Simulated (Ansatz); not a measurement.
The cluster Ge₃Se₃. The state is a triplet with charge 0. Geometry PBE0-D4/def2-SVP; atoms count from 1.

Cartesian coordinates in Å:
```
Ge -1.1916 -0.6518 -0.6974
Ge 1.8143 -1.6913 0.5562
Ge 0.3782 1.4099 0.4480
Se -1.8244 1.7002 -0.5594
Se 1.1537 -0.0936 -1.4124
Se -0.3302 -0.6734 1.6650
```

At PBE0-D4/def2-TZVP a singlet of charge 0 lies 1.26 eV below the triplet, each at its own geometry. The structure comes from a short search, and lower isomers may exist.

**Question.** Estimate the Mulliken populations from the PBE0/def2-TZVP orbitals of Ansatz.

**Answer.** 
| atom | charge (e) | spin (α − β) |
| --- | --- | --- |
| Ge1 | 0.35 | 0.13 |
| Ge2 | 0.10 | 0.97 |
| Ge3 | 0.35 | 0.13 |
| Se4 | -0.32 | 0.34 |
| Se5 | -0.24 | 0.21 |
| Se6 | -0.24 | 0.21 |
Mulliken values depend strongly on the basis.

**Question.** Where does the spin sit?

**Answer.** Summed by element: Ge 1.23, Se 0.77, of 2 unpaired in all. Largest on single atoms: Ge2 0.97, Se4 0.34, Se5 0.21.

**Question.** And the Mayer bond orders between heavy atoms (over 0.3)?

**Answer.** Ge1–Se4 0.92 (2.44 Å); Ge1–Se5 0.77 (2.51 Å); Ge1–Se6 0.77 (2.51 Å); Ge2–Se5 0.69 (2.62 Å); Ge2–Se6 0.69 (2.62 Å); Ge3–Se4 0.92 (2.44 Å); Ge3–Se5 0.77 (2.51 Å); Ge3–Se6 0.77 (2.51 Å).
